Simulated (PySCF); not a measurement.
In(Me)3(SH2), C3H11InS, singlet (GFN2-xTB optimised geometry):

```
16

In    -0.708    -0.933     0.000
C     -1.921    -1.206    -1.851
H     -2.923    -0.802    -1.705
H     -2.012    -2.263    -2.101
H     -1.455    -0.694    -2.692
C     -1.756    -1.005     1.982
H     -2.779    -0.634     1.906
H     -1.230    -0.431     2.747
H     -1.804    -2.039     2.322
C      1.528    -0.933     0.000
H      1.913    -0.621     0.971
H      1.912    -0.256    -0.764
H      1.910    -1.931    -0.210
S     -0.830     1.931     0.000
H     -1.913     1.853     0.765
H     -0.019     1.899     1.051
```

Method: PySCF 2.14.0 with PBE0/def2-TZVP, def2 effective core potentials past Kr.

**Question.** What are the frontier orbital energies and the dipole moment?

**Answer.** HOMO-2 -8.28 eV, HOMO-1 -6.72 eV, HOMO -6.64 eV, LUMO -0.19 eV, LUMO+1 0.01 eV; dipole moment 2.03 D.

On the same geometry PBE/def2-TZVP, def2 effective core potentials past Kr run with PySCF 2.14.0 gives HOMO-2 -7.06 eV, HOMO-1 -5.59 eV, HOMO -5.51 eV, LUMO -1.20 eV, LUMO+1 -0.82 eV; dipole moment 2.05 D.
